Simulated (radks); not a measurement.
Species: the promethium ion Pm32+. Configuration: [Ar] 3d10 4s1. All-electron calculation, non-relativistic Kohn-Sham, LDA (Slater exchange, Perdew-Wang correlation), spin-unpolarised, spherical densities, point nucleus; relativity is left out, which matters for an element this heavy. Program: a radial shooting solver on a logarithmic mesh with Libxc functionals.

Normalised radial functions P(r) = r R(r), r in bohr:

r	1s	2s	4s
0.001179	1.0355	0.3395	0.0900
0.001511	1.3004	0.4261	0.1129
0.001921	1.6123	0.5280	0.1399
0.002442	1.9856	0.6495	0.1721
0.003104	2.4244	0.7916	0.2097
0.003977	2.9457	0.9589	0.2538
0.005056	3.5065	1.1359	0.3004
0.006428	4.1006	1.3172	0.3478
0.008171	4.6883	1.4845	0.3909
0.01047	5.2241	1.6111	0.4221
0.01331	5.5892	1.6453	0.4272
0.01692	5.7084	1.5374	0.3919
0.02151	5.4965	1.2278	0.2997
0.02757	4.8860	0.6456	0.1314
0.03505	3.9581	-0.1784	-0.1006
0.04455	2.8419	-1.1877	-0.3704
0.05664	1.7515	-2.2093	-0.6081
0.07258	0.8665	-3.0041	-0.7047
0.09226	0.3416	-3.2606	-0.5387
0.1173	0.0986	-2.9078	-0.0798
0.1491	0.0192	-2.0990	0.5394
0.1911	0.0021	-1.1591	0.9978
0.2429	0.0001	-0.4844	0.8773
0.3088	0.0000	-0.1415	0.0878
0.3925	0.0000	-0.0265	-0.9807
0.503	0.0000	-0.0026	-1.6335
0.6395	0.0000	-0.0001	-1.4403
0.8129	0.0000	0.0000	-0.7789
1.033	0.0000	0.0000	-0.2492
1.324	0.0000	0.0000	-0.0400
1.684	0.0000	0.0000	-0.0031

1s: eigenvalue -43751 eV, 0 radial nodes, <r> = 0.0249 bohr, 90 % of the charge inside 0.0442 bohr. 2s: eigenvalue -7883.5 eV, 1 radial node at r = 0.0334 bohr, <r> = 0.106 bohr, 90 % of the charge inside 0.163 bohr. 4s: eigenvalue -1240.0 eV, 3 radial nodes at r = 0.0318, 0.121, 0.315 bohr, <r> = 0.540 bohr, 90 % of the charge inside 0.761 bohr.
